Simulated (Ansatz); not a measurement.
Basis-set extrapolation for CH₇NOSi₂, SMILES `N[C@H]1O[Si@@H]1[SiH3]` (PBE0-D4/def2-TZVP geometry, frozen core, Ansatz). Multiplicity 1, RHF reference.

```
                      def2-TZVPP   def2-QZVPP
                 HF  -749.182178  -749.208559
    MP2 correlation    -0.861725    -0.924895
CCSD(T) correlation    -0.946033      not run
```

Energies in hartree. Use E(X) = E(∞) + A·exp(−7.88·√X) for Hartree–Fock and E(X) = E(∞) + B·X^(−2.97) for correlation, with X = 3 and 4, and add CCSD(T) minus MP2 of the smaller set to the MP2 limit.

Question: What is the CCSD(T) energy at the basis-set limit?

Answer: HF limit: -749.208559 + (-0.026381) × 0.13774 = -749.21219. MP2 limit: -0.924895 + (-0.063170) × 0.74074 = -0.97169. Higher-order term: -0.946033 − (-0.861725) = -0.08431. Total: -750.26819 hartree, 367.5 kJ/mol below CCSD(T)/def2-TZVPP.
